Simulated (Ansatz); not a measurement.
Consider the redistribution: `S=C[SiH2][SnH3]` + `FC[SiH2]F` → `F[SiH2]C=S` + `FC[SiH2][SnH3]`.

Computed with Ansatz on PBE0-D4/def2-TZVP structures; ΔE is electronic, products minus reactants. CCSD(T)/CBS is the MP2 limit (def2-TZVPP, def2-QZVPP) plus CCSD(T) − MP2 in def2-TZVPP, frozen cores. DFT in def2-TZVPP. Elements past krypton have def2 core potentials. For Sn outer-core shells are correlated without core-valence functions, which leaves a few kJ/mol of doubt a bond. One conformer a species, not always the lowest.

`S=C[SiH2][SnH3]`:

Cartesian coordinates in Å:
```
S -0.983 0.240 2.896
C 0.226 0.442 1.848
Si 0.594 -0.744 0.444
Sn -0.507 0.234 -1.665
H 0.842 1.344 1.921
H 0.038 -2.081 0.760
H 2.066 -0.827 0.228
H 0.081 1.811 -1.950
H -2.198 0.310 -1.453
H -0.159 -0.730 -3.030
```

`FC[SiH2]F`:

Cartesian coordinates in Å:
```
F 0.393 0.912 1.669
C -0.335 0.768 0.495
Si 0.244 -0.725 -0.491
F 1.705 -0.453 -1.081
H -0.235 1.691 -0.087
H -1.395 0.657 0.756
H -0.688 -0.921 -1.630
H 0.311 -1.929 0.369
```

`F[SiH2]C=S`:

Cartesian coordinates in Å:
```
F 0.565 1.853 -0.664
Si -0.253 0.722 0.120
C 0.453 -0.971 -0.252
S -0.279 -2.211 0.472
H -0.134 0.983 1.571
H -1.660 0.765 -0.334
H 1.307 -1.141 -0.912
```

`FC[SiH2][SnH3]`:

Cartesian coordinates in Å:
```
F 1.600 -1.567 -0.292
C 0.602 -1.554 0.678
Si -0.016 0.222 0.957
Sn -0.590 1.295 -1.297
H 1.015 -1.985 1.595
H -0.213 -2.201 0.338
H 1.026 1.013 1.665
H -1.220 0.141 1.831
H -1.585 0.246 -2.206
H 0.817 1.628 -2.201
H -1.437 2.761 -1.067
```

| level | ΔE (kcal/mol) | difference from CCSD(T)/CBS |
| --- | --- | --- |
| r2SCAN-D4 | 0.7 | 0.6 |
| ωB97X-V | -0.2 | -0.3 |
| r2SCAN | 0.6 | 0.5 |
| PBE0 | 0.4 | 0.3 |
| HF/def2-TZVPP | 0.2 | 0.1 |
| MP2/def2-TZVPP | 0.3 | 0.2 |
| SCS-MP2/def2-TZVPP | 0.1 | 0.0 |
| CCSD/def2-TZVPP | -0.2 | -0.3 |
| MP2/def2-QZVPP | 0.4 | 0.3 |
| CCSD/CBS(def2) | 0.0 | -0.1 |
| CCSD(T)/CBS | 0.1 | 0 |

Largest T1 diagnostic among the species: 0.015.
